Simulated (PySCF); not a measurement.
State search for InBr

Unrestricted PBE0; basis In cc-pVDZ-PP with ECP28, Br cc-pVDZ-PP with ECP10; scalar-relativistic core potentials; PySCF 2.14. Outer shells of the fragments: In 4d10 5s2 5p1; Br 3d10 4s2 4p5.

Followed along the bond (rough minima from three points):

```tsv
2Ms+1	unpaired	⟨S²⟩ at the start	R at minimum (Å)	Te (eV)
1	none	0.00	2.59	0.00
3	σ ↑, π ↑	2.00	2.56	3.29
```

Solutions found at the starting distance of 2.505 Å, counted from the lowest of them; the search is not exhaustive and high or unbound solutions are not listed, so other states can lie among these:

```json
{"2Ms+1": "1", "unpaired": "none", "term": "¹Σ⁺", "E (eV)": "0.00", "⟨S²⟩": "0.00", "⟨Lz²⟩": "0.00", "μ (D)": "-3.09"}
{"2Ms+1": "3", "unpaired": "σ ↑, π ↑", "term": "³Π", "E (eV)": "3.27", "⟨S²⟩": "2.00", "⟨Lz²⟩": "1.00", "μ (D)": "-1.90"}
{"2Ms+1": "1", "unpaired": "σ ↑, π ↓", "term": "mixed", "E (eV)": "3.71", "⟨S²⟩": "1.01", "⟨Lz²⟩": "1.00", "μ (D)": "-1.39"}
{"2Ms+1": "3", "unpaired": "π ↑↑", "term": "mixed", "E (eV)": "5.07", "⟨S²⟩": "2.01", "⟨Lz²⟩": "2.01", "μ (D)": "3.22"}
{"2Ms+1": "3", "unpaired": "π ↑↑", "term": "mixed", "E (eV)": "5.21", "⟨S²⟩": "2.01", "⟨Lz²⟩": "2.01", "μ (D)": "3.25"}
{"2Ms+1": "3", "unpaired": "σ ↑↑", "term": "³Σ⁺", "E (eV)": "5.22", "⟨S²⟩": "2.00", "⟨Lz²⟩": "0.00", "μ (D)": "-1.08"}
{"2Ms+1": "3", "unpaired": "σ ↑, π ↑", "term": "³Π", "E (eV)": "6.77", "⟨S²⟩": "2.00", "⟨Lz²⟩": "1.01", "μ (D)": "3.41"}
```

A term symbol is given only where ⟨S²⟩ and ⟨Lz²⟩ are close to those of a pure state; real π, δ and φ orbitals otherwise mix terms. A positive dipole means In(−)Br(+).

Spin–orbit coupling is left out. Counting both spins, an empty level lies below a filled one in some of these solutions, because spin and occupation are held.
